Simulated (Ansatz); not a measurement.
Species: sum formula SiNH₄, net charge 0, doublet state. It need not be the lowest isomer of its formula. 
Structure (B3LYP-D3(BJ)/def2-TZVP (Ansatz, a program for electronic structure) minimum search):
```
N
H 1 1.0087
H 1 1.0087 2 110.99
Si 1 1.7310 2 120.36 3 -148.45
H 4 1.4907 1 106.96 2 -166.36
H 4 1.4907 5 110.36 1 -116.00
```
Charge 0, spin multiplicity 2.

Atomisation energy built up term by term with Ansatz (kcal/mol; UHF references for open shells; valence terms freeze the core; atomic spin-orbit terms are left out). Basis-set limits of correlation are two-point, X^-3; Hartree-Fock from the larger set (for Q and 5 zeta extrapolated as (X+1)exp(-9√X)).

```csv
term,basis,kcal/mol
Hartree-Fock,"CBS(cc-pV(Q+d)Z,cc-pV(5+d)Z)",300.35
CCSD correlation,"CBS(cc-pV(Q+d)Z,cc-pV(5+d)Z)",116.49
(T),"CBS(cc-pV(Q+d)Z,cc-pV(5+d)Z)",5.59
CCSDT - CCSD(T),cc-pV(D+d)Z,0.14
core correlation,cc-pwCVTZ,0.46
scalar relativity (X2C),cc-pVTZ-DK against cc-pVTZ,-0.89
sum: De,,422.1
```

(T) makes 1.3 % of the CCSD(T) atomisation energy; under 5 % is typical of single-reference molecules.
